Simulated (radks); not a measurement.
Spherical quantum dot in the effective-mass picture: electrons in a parabolic well V = omega^2 r^2 / 2 with omega = 1.3, with a point charge +2 (a donor) at the centre, all in effective atomic units (hartree* = m*/eps^2 hartree, bohr* = eps/m* bohr), one dielectric constant everywhere. Calculated with a radial shooting solver with Libxc functionals: non-relativistic Kohn-Sham, LDA (Slater exchange, Perdew-Wang correlation), spin-polarised, spherical densities. Levels are named by radial order and angular momentum (1s, 1p, 1d, 2s, ...), and open shells are averaged over m.

N = 17, configuration 1s2 1p6 1d(up 5, down 2) 2s2. This is the lowest configuration that the search found. Occupied and some empty levels:

level    occupation  eigenvalue (hartree*)  <r> (bohr*)
1s up             1                 9.3022       0.8863
1s down           1                 9.3271       0.8735
1p up             3                 10.634        1.614
1p down           3                 10.690        1.610
2s up             1                 11.010        1.663
2s down           1                 11.058        1.672
1d up             5                 11.502        1.917
1d down           2                 11.563        1.920
1f up             0                 12.393        2.135
2p up             0                 12.447        1.881
1f down           0                 12.451        2.141
2p down           0                 12.486        1.885
1g up             0                 13.331        2.317
1g down           0                 13.385        2.324

Energy (hartree*): total 110.494, kinetic 24.361, external 17.682, Hartree 77.680, exchange-correlation -9.2283.

Electron density:

r (bohr*)  n(r) (e/bohr*^3)
0.160                 3.225
0.338                 1.642
0.516                0.8960
0.695                0.5616
0.873                0.4289
1.05                 0.3884
1.23                 0.3788
1.41                 0.3666
1.59                 0.3367
1.76                 0.2875
1.94                 0.2260
2.12                 0.1624
2.30                 0.1061
2.48                0.06302
2.65                0.03394
2.83                0.01656
3.01               0.007315
3.19               0.002913
3.37               0.001056
3.55              0.0003470
